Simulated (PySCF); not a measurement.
Sb(H)2(OH) (H3OSb), SMILES [SbH2][OH]. Atoms are numbered in the order given.

```xyz
5

Sb     0.0527     0.2838     0.0000
H     -1.1272     0.5308    -1.2173
H     -1.1272     0.5308     1.2173
O     -0.1447    -1.6803     0.0000
H      0.7230    -2.0911     0.0000
```
Charge 0, spin multiplicity 1.

Geometry: PBE0-D3(BJ)/def2-TZVP. The def2 effective core potentials stand for the cores of Sb; spin–orbit coupling is left out.

These are CAM-B3LYP/def2-TZVPD (PySCF) values and carry that method's errors.

Symmetry labels are those of the subgroup Cs that the program uses (full group Cs).

Computed valence orbital energies around the gap with their symmetry:
| orbital | symmetry | energy (eV) |
|---|---|---|
| HOMO−7 | A' | -37.56 |
| HOMO−6 | A' | -28.73 |
| HOMO−5 | A' | -17.99 |
| HOMO−4 | A' | -14.19 |
| HOMO−3 | A' | -11.72 |
| HOMO−2 | A" | -11.69 |
| HOMO−1 | A" | -9.84 |
| HOMO | A' | -8.73 |
| LUMO | A' | -0.39 |
| LUMO+1 | A' | 0.63 |
| LUMO+2 | A" | 0.72 |
| LUMO+3 | A' | 1.72 |
